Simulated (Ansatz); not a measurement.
**Related reaction energies, level by level**

Each structure stands at its B3LYP-D3(BJ)/def2-TZVP stationary point, reached from a drawn start (curvature not checked).

(1), F3Ta (SMILES [F][Ta]([F])[F]) (charge 0, multiplicity 3):
| atom | x (Å) | y (Å) | z (Å) |
|---|---|---|---|
| Ta | 0.1268 | -0.0314 | -0.0007 |
| F | 1.9996 | 0.0303 | -0.0127 |
| F | -1.0293 | 1.4767 | 0.0013 |
| F | -1.0970 | -1.4756 | 0.0122 |

(2), F2Ta (SMILES [F][Ta][F]) (charge 0, multiplicity 4):
```tsv
atom	x (Å)	y (Å)	z (Å)
Ta	0.0000	0.0000	-0.0035
F	1.8916	-0.0043	0.0118
F	-1.8916	0.0043	-0.0083
```

(3): F atom, charge 0, multiplicity 2.

(4), F4Ta (SMILES [F][Ta]([F])([F])[F]) (charge 0, multiplicity 2):
```xyz
5

Ta     0.000     0.000     0.000
F      1.249     0.617     1.255
F      1.249    -0.625    -1.251
F     -1.244     0.640    -1.248
F     -1.254    -0.632     1.243
```

(5), F5Ta (SMILES [F][Ta]([F])([F])([F])[F]) (charge 0, multiplicity 1):
| atom | x (Å) | y (Å) | z (Å) |
|---|---|---|---|
| Ta | -0.0001 | -0.0001 | 0.0000 |
| F | -0.0002 | 0.0070 | 1.8866 |
| F | 0.0002 | -0.0051 | -1.8866 |
| F | 1.8576 | -0.0147 | 0.0002 |
| F | -0.9177 | 1.6153 | -0.0053 |
| F | -0.9401 | -1.6024 | 0.0050 |

```json
[
 {"step": "(1) → (2) + (3)", "quantity": "reaction energy", "PBE/def2-TZVPP (eV)": "6.224", "r2SCAN/def2-TZVPP (eV)": "5.993", "PBE0/def2-TZVPP (eV)": "5.837", "wB97M-V/def2-TZVPP (eV)": "6.002", "CCSD(T)/def2-TZVPP (eV)": "5.830"},
 {"step": "(4) → (1) + (3)", "quantity": "reaction energy", "PBE/def2-TZVPP (eV)": "6.597", "r2SCAN/def2-TZVPP (eV)": "6.427", "PBE0/def2-TZVPP (eV)": "6.198", "wB97M-V/def2-TZVPP (eV)": "6.365", "CCSD(T)/def2-TZVPP (eV)": "6.261"},
 {"step": "(5) → (4) + (3)", "quantity": "reaction energy", "PBE/def2-TZVPP (eV)": "6.259", "r2SCAN/def2-TZVPP (eV)": "6.134", "PBE0/def2-TZVPP (eV)": "5.896", "wB97M-V/def2-TZVPP (eV)": "6.042", "CCSD(T)/def2-TZVPP (eV)": "5.976"}
]
```

Right side less left side. No zero-point or thermal terms; singlets are restricted closed shells; open shells are unrestricted; no spin–orbit coupling. The spin states of the d-block species are the ones drawn and need not be the lowest.

Correlated levels freeze the cores.

Programs: Ansatz (an electronic-structure program) with Gaussian orbitals. No computed number here is a measurement. Elements past Kr take the def2 small-core potentials, without spin–orbit coupling.

At CCSD(T)/def2-TZVPP the steps run from 5.830 ((1) → (2) + (3)) to 6.261 eV ((4) → (1) + (3)); 0 of 3 are downhill as written. PBE/def2-TZVPP, r2SCAN/def2-TZVPP, PBE0/def2-TZVPP, wB97M-V/def2-TZVPP give the same order. No level here is sure enough to rank the others by; between PBE/def2-TZVPP and CCSD(T)/def2-TZVPP the widest gap is 0.394 eV, for (1) → (2) + (3).

The steps were written down ahead of the runs, not picked by their results: 3 of 3 stand here.
